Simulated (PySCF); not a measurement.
C4H4ClF, SMILES F[C@H]1C=C(Cl)C1. Heavy atoms are numbered as in [F:1][C@H:2]1[CH:3]=[C:4]([Cl:5])[CH2:6]1. Hydrogens are named by the atom that carries them.

Geometry: TPSSh-D3(BJ)/def2-SVP. The structure was generated by enumeration; whether it is a known compound was not checked.

Level of theory: PBE/pcSseg-1 (PySCF).

GIAO shieldings, no solvent; atoms alike by connectivity are averaged. δ = σ(ref) − σ: ¹⁹F against CFCl3 (σ = 133.6 ppm); ¹³C against TMS (σ = 182.0 ppm); ³⁵Cl against HCl (σ = 936.5 ppm); ¹H against TMS (σ = 31.49 ppm), references at their B3LYP-D3(BJ)/def2-TZVP geometries, non-relativistic (without spin–orbit terms, shifts of atoms bonded to Cl or Br come out too high).

```tsv
nucleus	atoms	count	δ (ppm)
¹⁹F	F1	1	-214.1
¹³C	C4	1	153.4
¹³C	C3 (CH)	1	141.5
¹³C	C2 (CH)	1	90.7
¹³C	C6 (CH2)	1	53.7
³⁵Cl	Cl5	1	284.9
¹H	H on C3	1	6.41
¹H	H on C2	1	5.69
¹H	H on C6	2	3.24
```
